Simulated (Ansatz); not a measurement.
Ansatz results at the PBE0-D4/def2-TZVP geometry: LUMO energy (PBE/def2-TZVPP) -1.87 eV; HOMO energy (PBE/def2-TZVPP) -5.53 eV; HOMO–LUMO gap (PBE/def2-TZVPP) 3.67 eV.

Each molecule was computed in one conformer, which needn't be the lowest.

(1) Which molecule gave them?
A. `BO[SiH](F)C=C`
B. `NB[SiH2][SeH]`
C. `O[SiH2]B(F)Br`
D. `F[SiH]1N=C1S`

Answers

(1) B. The others give `F[SiH]1N=C1S`: -2.02, -5.86, 3.84; `BO[SiH](F)C=C`: -2.09, -7.08, 4.99; `O[SiH2]B(F)Br`: -2.81, -7.02, 4.21.
